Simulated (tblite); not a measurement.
Species: C3H9PSSi.
Atom-mapped SMILES: `[SiH3:1][C@@H:2]1[CH2:3][CH2:4][P@H:5]1=[S:6]` (hydrogens: H7, H8, H9 on Si1; H10 on C2; H11, H12 on C3; H13, H14 on C4; H15 on P5)

Computed with GFN2-xTB (tblite), gas phase: L-BFGS steps from a force-field or distance-geometry start until the largest atomic force falls under 0.01 eV/Å.

Step 2: E = -502.6627 eV
```
atom  x, y, z in Å  |  force x, y, z in eV/Å
Si1     2.0550   -0.4996    0.1426    1.377  -0.218   0.127
C2      0.2691   -0.2202    0.4786    0.021  -0.734  -0.591
C3     -0.8093   -0.9279   -0.3548   -0.338   0.114   0.177
C4     -1.8184    0.1720    0.0055    0.009  -0.449  -0.367
P5     -0.4132    1.2698   -0.3074    0.043   3.618   3.341
S6     -0.3215    2.9022    0.8095    0.047  -0.659  -0.961
H7      2.2529   -1.7482   -0.5796   -0.055  -0.047  -0.188
H8      2.6935   -0.5907    1.4373    0.232  -0.046   0.278
H9      2.5878    0.6686   -0.5566    0.020  -0.028  -0.183
H10    -0.0774   -0.2265    1.5335    0.588   0.243  -0.508
H11    -0.5713   -0.7998   -1.4357   -0.122  -0.749   0.543
H12    -1.0797   -1.9210   -0.0546   -0.016  -0.620  -0.165
H13    -1.9732    0.1659    1.1104   -0.437   0.274  -0.937
H14    -2.6680    0.2818   -0.6061   -1.382  -0.083  -0.346
H15    -0.1309    1.4816   -1.6445    0.011  -0.615  -0.221
```

Step 3: E = -503.1151 eV
```
atom  x, y, z in Å  |  force x, y, z in eV/Å
Si1     2.1045   -0.5072    0.1494    0.135  -0.104  -0.162
C2      0.2785   -0.2482    0.4596    0.113   0.434  -0.456
C3     -0.8257   -0.9258   -0.3482    0.108  -0.232   0.043
C4     -1.8260    0.1546   -0.0105   -0.313   0.756  -0.712
P5     -0.4134    1.3598   -0.2157   -0.233  -1.806  -0.554
S6     -0.3173    2.9196    0.8028    0.201   2.290   1.138
H7      2.2507   -1.7497   -0.5863    0.065  -0.123  -0.195
H8      2.7007   -0.5921    1.4455    0.417  -0.059   0.585
H9      2.5883    0.6676   -0.5632    0.128   0.035  -0.181
H10    -0.0566   -0.2175    1.5146    0.546  -0.020  -0.291
H11    -0.5753   -0.8263   -1.4158   -0.105  -0.542   0.203
H12    -1.0793   -1.9407   -0.0614   -0.012  -0.141  -0.122
H13    -1.9882    0.1759    1.0756   -0.547   0.056  -0.344
H14    -2.7148    0.2786   -0.6162   -0.339  -0.194   0.119
H15    -0.1305    1.4596   -1.6523   -0.164  -0.350   0.930
```

Q: Estimate the geometry and energy of step 4. (The exact step hangs on the optimiser's Hessian estimate; all steps are aligned on step 3, rigid shifts and turns removed.)

A: E = -503.2338 eV, largest force 1.332 eV/Å
```
atom  x, y, z in Å  |  force x, y, z in eV/Å
Si1     2.1123   -0.5092    0.1486    0.136  -0.072  -0.060
C2      0.2833   -0.2480    0.4530   -0.020   0.393  -0.376
C3     -0.8271   -0.9308   -0.3467    0.042   0.055   0.015
C4     -1.8346    0.1606   -0.0213    0.081   0.473  -0.376
P5     -0.4151    1.3562   -0.2086   -0.176  -0.762  -0.088
S6     -0.3146    2.9464    0.8135    0.129   1.231   0.493
H7      2.2512   -1.7514   -0.5895    0.077  -0.123  -0.184
H8      2.7066   -0.5930    1.4535    0.345  -0.054   0.430
H9      2.5898    0.6678   -0.5662    0.136   0.015  -0.164
H10    -0.0473   -0.2165    1.5084    0.519  -0.038  -0.242
H11    -0.5770   -0.8363   -1.4112   -0.082  -0.519   0.088
H12    -1.0791   -1.9441   -0.0641   -0.049  -0.194  -0.042
H13    -1.9965    0.1779    1.0667   -0.535   0.056  -0.357
H14    -2.7240    0.2759   -0.6154   -0.450  -0.141  -0.046
H15    -0.1323    1.4526   -1.6427   -0.152  -0.320   0.908
```

The energy changes by -0.1187 eV. The first-order estimate −F·Δx gives -0.1442 eV and the mean of the old and new forces, exact on a quadratic surface, -0.1191 eV. The step makes an angle of 35° with the force vector and moves no atom by more than 0.029 Å.
